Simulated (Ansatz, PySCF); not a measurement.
Gas-phase reaction (SMILES): [F][Al]([F])[Cl] + O (H2O) → [OH][Al]([F])[F] + Cl (HCl); water cleaves one Al-Cl bond, a model of a ligand-exchange step.

Geometries: B3LYP-D3(BJ)/def2-TZVP minima from Ansatz (a quantum-chemistry and plane-wave program), one conformer each, not searched for the lowest. Correlated levels leave the core frozen unless marked. No spin-orbit coupling. Non-relativistic. Basis-set limits of correlation are two-point, X^-3; Hartree-Fock from the larger set (for Q and 5 zeta extrapolated as (X+1)exp(-9√X)). Thermal terms are rigid-rotor harmonic-oscillator values from B3LYP-D3(BJ) frequencies (Ansatz or PySCF) at 298.15 K and 1 atm. 1 Eh = 627.5095 kcal/mol.

```csv
species,"E, CCSD(T)/CBS(cc-pV(Q+d)Z,cc-pV(5+d)Z) (Ansatz) (Eh)","E, r2SCAN-D4/def2-TZVPD (Ansatz + dftd4) (Eh)",H - E (Eh)
[F][Al]([F])[Cl],-901.60560,-902.52302,0.01240
O (H2O),-76.37670,-76.42298,0.02495
[OH][Al]([F])[F],-517.59587,-518.15147,0.02471
Cl (HCl),-460.37772,-460.78611,0.01000
```

**Question.** Work out ΔE and ΔH at 298.15 K at the first level, then ΔH at the second.

**Answer.** 
1. ΔE = [(-517.59587) + (-460.37772)] - [(-901.60560) + (-76.37670)] = 0.00871 Eh = 5.5 kcal/mol at CCSD(T)/CBS(cc-pV(Q+d)Z,cc-pV(5+d)Z).
2. The terms H - E add up to -0.00264 Eh, so ΔH = (0.00871 + (-0.00264))×627.5095 = 3.8 kcal/mol.
3. At r2SCAN-D4/def2-TZVPD the same steps give ΔE = 5.3 and ΔH = 3.6 kcal/mol, a shift of -0.2 from the first level.
4. These values are not checked against measurement here, since the tables used lack a sound gas-phase enthalpy of formation for at least one species.
